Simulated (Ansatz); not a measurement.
`C[N](C)[Ti]([CH3])([Cl])[O][SiH3]`, 20 atoms. Charge 0, multiplicity 1. Correlated methods include outer-core shells of Ti, which these sets cover unevenly. Scalar relativity is left out up to krypton. All runs use 6 threads of an AMD EPYC 7R13 on a shared host and a share of an NVIDIA H100 80 GB. Correlated methods freeze the cores.

(1) How many basis functions does each run have, and how long does it take in Ansatz? RKS PBE0-D4/def2-SVP energy; RHF-MP2/def2-QZVPP energy; RKS ωB97M-V/def2-QZVPP energy; RKS B2PLYP (frozen core)/def2-TZVPP energy; RHF-CCSD(T)/def2-SVP energy; RKS r2SCANh-D4/def2-TZVPP energy; direct RPA on PBE orbitals/def2-TZVPP energy; RKS PBE0-D4/def2-QZVPP energy; RHF-CCSD(T)/def2-TZVPP energy; RKS r2SCAN0-D4/def2-TZVPP energy; RKS ωB97M-V/def2-SVP energy; RKS PBE0-D4/def2-TZVP relaxation (50 steps). (An estimate is asked.)

Results:

(1) Ansatz gave: Other jobs shared the machine, so times are rough.

```csv
level,job,functions,wall time,peak host memory (GiB)
RKS ωB97M-V/def2-SVP,energy,197,2.5 s,1
RKS PBE0-D4/def2-SVP,energy,197,2.6 s,0.87
RHF-CCSD(T)/def2-SVP,energy,197,4 s,0.84
RKS r2SCANh-D4/def2-TZVPP,energy,471,4.3 s,1.1
RKS PBE0-D4/def2-QZVPP,energy,878,4.5 s,1.5
RKS r2SCAN0-D4/def2-TZVPP,energy,471,4.8 s,1.1
direct RPA on PBE orbitals/def2-TZVPP,energy,471,5.5 s,2.5
RHF-MP2/def2-QZVPP,energy,878,6.5 s,1.6
RKS B2PLYP (frozen core)/def2-TZVPP,energy,471,7 s,2.5
RKS ωB97M-V/def2-QZVPP,energy,878,8 s,1.6
RHF-CCSD(T)/def2-TZVPP,energy,471,37 s,1.1
RKS PBE0-D4/def2-TZVP,relaxation (50 steps),346,100 s,1.1
```
